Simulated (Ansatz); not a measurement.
Mulliken charges of CH4B2ClFO, SMILES `COBB(F)Cl` from B3LYP/def2-TZVPP in Ansatz (PBE0-D4/def2-TZVP geometry).

| atom | x (Å) | y (Å) | z (Å) | charge (e) |
| --- | --- | --- | --- | --- |
| C1 | -0.105 | -1.618 | 0.849 | -0.099 |
| O2 | -0.410 | -0.283 | 0.487 | -0.237 |
| B3 | 0.225 | 0.357 | -0.505 | -0.001 |
| B4 | -0.188 | 1.976 | -0.831 | 0.395 |
| F5 | -1.136 | 2.340 | -1.673 | -0.207 |
| Cl6 | 0.714 | 3.279 | -0.057 | -0.156 |
| H7 | 0.216 | -1.633 | 1.892 | 0.117 |
| H8 | 0.686 | -2.026 | 0.214 | 0.082 |
| H9 | -1.007 | -2.223 | 0.750 | 0.116 |
| H10 | 1.087 | -0.220 | -1.123 | -0.010 |

Problem. By hand: the dipole of these point charges (1 e Å = 4.8032 D).

Solution. Σ q r = (0.111, -0.601, 0.165) e Å, of length 0.633 e Å = 3.04 D.

Problem. How does the dipole of the full density compare? (Estimate.)

Solution. Ansatz gave: (0.096, -0.556, 0.141) e Å, 2.79 D; the point charges give 1.09 times that, at 1° from its direction.

Point charges leave out the atoms' own dipoles, such as those of lone pairs, and Mulliken's split depends on the basis, so the close match here is no proof of good charges.

B3LYP here is the variant with VWN-RPA as its local correlation; programs differ in this.
